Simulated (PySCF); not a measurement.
C6H9N3S.
Numbering: `[CH2:1]=[CH:2][n:3]1[n:4][c:5]([CH3:6])[c:7]([S:8][CH3:9])[n:10]1`

Cartesian coordinates in Å at the GFN2-xTB level; atoms count from 1:
```
atom  x, y, z in Å
C1     2.997   -1.321   -0.316
C2     2.552   -0.083   -0.473
N3     1.231    0.276   -0.290
N4     0.817    1.522   -0.455
C5    -0.477    1.506   -0.204
C6    -1.363    2.689   -0.267
C7    -0.818    0.167    0.124
S8    -2.385   -0.448    0.544
C9    -1.956   -2.191    0.804
N10    0.276   -0.574    0.059
H11    2.330   -2.115   -0.032
H12    4.032   -1.562   -0.467
H13    3.168    0.757   -0.756
H14   -2.154    2.523   -0.997
H15   -0.785    3.564   -0.548
H16   -1.832    2.854    0.702
H17   -1.550   -2.596   -0.117
H18   -1.221   -2.258    1.600
H19   -2.872   -2.702    1.081
```

Probes without a nucleus sit at each ring's centroid and 1 Å off its mean plane on both sides; NICS is minus the shielding there, NICSzz its component along the normal. Level: GIAO PBE0/pcSseg-1 (PySCF, non-relativistic, gas phase) on the GFN2-xTB geometry, one conformer.

Ring bond lengths (Å), with Mayer bond orders in brackets: N3–N4 1.323 (1.19), N4–C5 1.318 (1.52), C5–C7 1.420 (1.23), C7–N10 1.323 (1.44), N10–N3 1.326 (1.19).

Task: Give the NICS values of each ring in ppm.

Result: 
```
           ring                                                 type  NICS(0)  NICS(1), two faces  NICS(1)zz, two faces  rms pucker (Å)  centre to ring atoms, mean (Å)
N3–N4–C5–C7–N10  5-membered ring with 3 N; formal bonds all aromatic    -10.0       -11.6 / -11.6         -26.4 / -26.4            0.00                            1.14
```

Task: What do they say, and how far can they be read as aromaticity?

Result: 
- N3–N4–C5–C7–N10: mean NICS(1)zz -26.4 ppm, shielded. For a flat ring without four-coordinate atoms the NICS criterion counts such a value as aromatic.

Task: How equal are the bonds by HOMA? HOMA = 1 − mean of α(R − Ropt)² over the ring bonds, with Krygowski's 1993 parameters (CC: Ropt 1.388 Å, α 257.7 Å⁻²; CN: Ropt 1.334 Å, α 93.52 Å⁻²; NN: Ropt 1.309 Å, α 130.33 Å⁻²).

Result: 
- N3–N4–C5–C7–N10: HOMA 0.93; the largest term is that of C5–C7, α(R − Ropt)² = 0.27. The geometric and the magnetic index point the same way.

Task: What is the mean of the two in-plane components of NICS at the second NICS(1) probe listed for ring N3–N4–C5–C7–N10, 1 Å off the ring?

Result: The isotropic value is a third of the trace: (3 × -11.6 − (-26.4))/2 = -4.2 ppm.

Task: Give the inner angles of the rings and the Hirshfeld charges of the ring atoms.

Result: 
- N3–N4–C5–C7–N10: N3 114.3° (+0.089 e), N4 105.8° (-0.130 e), C5 106.9° (+0.024 e), C7 108.5° (-0.004 e), N10 104.4° (-0.123 e); sum 540.0° against 540° for a flat convex ring.
